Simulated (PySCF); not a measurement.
# AlBH4O5

The system: AlBH4O5, a molecule; neutral, singlet. The structure, one conformer, was relaxed in the gas phase by PBE0-D3(BJ)/def2-SVP. No frequency run checks that it is a minimum.

SMILES: OB(O)[O][Al]([OH])[OH]

```tsv
atom	x (Å)	y (Å)	z (Å)
O1	2.234	0.749	-1.535
Al2	0.946	-0.001	-0.751
O3	0.540	-1.629	-1.030
O4	-0.085	0.740	0.379
B5	-1.155	0.178	1.054
O6	-1.864	0.942	1.933
O7	-1.541	-1.113	0.884
H8	2.530	1.653	-1.426
H9	0.969	-2.251	-1.619
H10	-1.499	1.830	1.967
H11	-0.987	-1.590	0.248
```

Shieldings: GIAO PBE0/pcSseg-2. Shifts are against computed references at the same level: H TMS (σ 31.24 ppm). Core levels by delta-SCF with SCAN, pcX-2 on the ionised atom and pcseg-1 elsewhere, spin-free X2C (2p3/2 is the spin-free 2p value less a third of a first-order spin-orbit splitting); from the vacuum level, for chosen atoms.

**Question.** Give the shieldings and core levels atom by atom.

**Answer.** 
```csv
atoms,bonded to,σ (ppm),δ (ppm),core level (eV)
O1,1 Al + 1 H,320.9,-,1s 538.80
Al2,3 O,471.1,-,2p3/2 81.57
O3,1 Al + 1 H,313.1,-,1s 538.90
O4,1 Al + 1 B,242.3,-,1s 538.02
B5,3 O,80.9,-,1s 197.94
O6,1 B + 1 H,241.3,-,-
O7,1 B + 1 H,235.6,-,-
H8,1 O,29.89,1.36,-
H9,1 O,29.70,1.54,-
H10,1 O,28.79,2.46,-
H11,1 O,26.18,5.06,-
```

Values are those of this one static structure; atoms that internal rotation interchanges would show their mean in an NMR spectrum.

**Question.** Which of O1, O3, O4 holds its core electrons tightest, and by how much against the loosest?

**Answer.** O3 (bonded to 1 Al + 1 H), by 0.88 eV over O4 (bonded to 1 Al + 1 B).

**Question.** By CAM-B3LYP/def2-SVPD (TDDFT singlets, Tamm-Dancoff triplets, ionisation by delta-SCF), where does absorption start, and what does vertical ionisation take?

**Answer.** The lowest singlet lies at 7.20 eV (f 0.004), the strongest of the first 6 at 8.06 eV (f 0.085), the lowest triplet at 6.91 eV; vertical ionisation takes 11.57 eV.
